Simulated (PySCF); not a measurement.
The numbers are results of PySCF with TPSSh-D3(BJ)/def2-TZVP // PBE0-D3(BJ)/def2-TZVP, not measurements. All species are isolated molecules in the gas phase. One relaxed conformer stands for a flexible species; it need not be the lowest. Excitations are Tamm–Dancoff values on a coarser integration grid. The basis has no diffuse functions, so Rydberg states are missing or too high.

Reference species (SMILES): `[AlH2][SH]` (neutral, multiplicity 1).

```yaml
HOMO–LUMO gap: 5.53 eV
S1 excitation (TDA): 5.48 eV
```

Changed species: `[AlH]([SH])[SH]` (H–S–Al–S torsion 0°, S–Al–S–H torsion 0°) (2 of 3 H replaced by SH; the reference has 1 of 3 H replaced by SH).

What does the change do to the HOMO–LUMO gap and S1 excitation (TDA)?

the HOMO–LUMO gap goes up by 0.20 eV, to 5.73 eV; the S1 excitation (TDA) rises by 0.13 eV, to 5.61 eV.
